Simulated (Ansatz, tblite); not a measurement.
Adding an electron: the cluster Li3Te⁺ (the lowest singlet isomer of a short search). Charge 1, multiplicity 1. Geometry: PBE0-D4/def2-TZVP. Ansatz, gas phase; energy differences of separate SCF runs; the reduced species was run as a doublet alone.

Cartesian coordinates in Å:
```
Li 2.2639 -0.8066 -0.2110
Li -1.8300 -1.3900 -0.7344
Li -0.3908 2.3374 0.4508
Te -0.0431 -0.1407 0.4946
```

In the def2 sets Te takes a core potential; there is no spin–orbit coupling. The xTB rows come from tblite. The structure comes from a short search, and lower isomers may exist.

Q: Estimate orbital energies and vertical electron affinities at: GFN1-xTB; GFN2-xTB; PBE-D4/def2-TZVP; r2SCAN-D4/def2-TZVP; PBE0-D4/def2-TZVP.

A: 
```
              level  −HOMO (eV)  −LUMO (eV)  vertical EA (eV)  HOMO–LUMO gap (eV)
           GFN1-xTB       14.79       11.05              8.97                3.74
           GFN2-xTB       12.07        9.56              6.94                2.51
   PBE-D4/def2-TZVP        8.09        5.07              3.87                3.02
r2SCAN-D4/def2-TZVP        8.21        4.33              3.66                3.88
  PBE0-D4/def2-TZVP        8.96        4.51              3.70                4.46
```

  Raw xTB energy differences between charge states are shifted by several eV; the methods need an empirical correction for them.
